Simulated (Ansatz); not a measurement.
Species: SbBr₂, net charge 0, doublet state. It need not be the lowest isomer of its formula. 
Structure (B3LYP-D3(BJ)/def2-TZVP (Ansatz, an electronic-structure program) minimum search):
```
Sb
Br 1 2.5221
Br 1 2.5221 2 99.99
```
Charge 0, spin multiplicity 2.

Basis-set convergence of Hartree-Fock and MP2 correlation energies (hartree) with Ansatz. Cores are frozen in the correlated levels unless marked. UHF or UKS for open shells. Spin-orbit coupling is left out. The frozen core is the preceding noble-gas configuration, with the filled d and f shells of earlier blocks. In def2 rows, elements after Kr have scalar-relativistic effective core potentials.

| basis | functions | E(HF) | E(corr, MP2) |
|---|---|---|---|
| def2-SVPD | 114 | -5383.54854 | -0.32287 |
| def2-TZVPPD | 170 | (withheld) | (withheld) |

Task: What belongs in the gaps?

Result: 
- def2-TZVPPD, E(HF): -5384.18591
- def2-TZVPPD, E(corr, MP2): -0.41282
